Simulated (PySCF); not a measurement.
**Zero-point energy and free energy from harmonic frequencies**

System: water (H2O), singlet, at the geometry optimised at the base level. Level: HF/STO-3G, frequencies (PySCF). Sums are taken with unrounded values, so a last digit can differ.

Electronic energy -74.965901 Eh; harmonic frequencies (cm⁻¹, unscaled): 2170, 4140, 4391. At 298.15 K and 1 atm the ideal-gas enthalpy is -74.937747 Eh and the entropy 45.28 cal/(mol K).

Q: Work out the zero-point energy, the thermal part of the enthalpy and the Gibbs energy.

A: The frequencies add up to 10700 cm⁻¹; half of that over 219474.6 cm⁻¹/Eh is 0.02438 Eh = 15.30 kcal/mol (the program: 15.30). H - E - ZPE = 2.37 kcal/mol comes from translation, rotation, pV and thermally filled vibrations (RT = 0.592 kcal/mol). TS = 298.15 × 45.28/1000 = 13.50 kcal/mol = 0.02152 Eh, so G = H - TS = -74.95926 Eh.
